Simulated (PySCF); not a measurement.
## $^{31}$P chemical shifts

Computed data (PySCF): shieldings: GIAO PBE0/pcSseg-1, geometry from GFN2-xTB. Isolated molecule, one averaged value for each set of equivalent atoms, single conformer, non-relativistic.

Shieldings were converted by a linear fit to measured shifts: $^{31}$P (scatter 18.1 ppm rms vs H3PO4, solution or neat liquid). Occasional misses reach two or three times the rms, and more in compound classes unlike the fitted ones.

Question: Give the $^{31}$P shifts of `C[P@H](=S)Cc1ccccc1`.

Answer: 
```json
{"compound": "C[P@H](=S)Cc1ccccc1", "environment": "phosphorus bonded to 2 C, S, H", "δ (ppm)": "12.7"}
```

Question: Order these by $^{31}$P shift, lowest first.
A. C=CCP=C=C(C)OC
B. CC1C=CP(CO)C=C1
C. S=P1(C2CC2)C=CCC=C1
D. CC(=O)CP1CC=CC1

Answer: B (-33.9 ppm, phosphorus bonded to 3 C, in a 6-membered ring), D (-15.4 ppm, phosphorus bonded to 3 C, in a 5-membered ring), C (5.4 ppm, phosphorus bonded to 3 C, S, in a 6-membered ring), A (113.7 ppm, phosphorus bonded to 2 C).
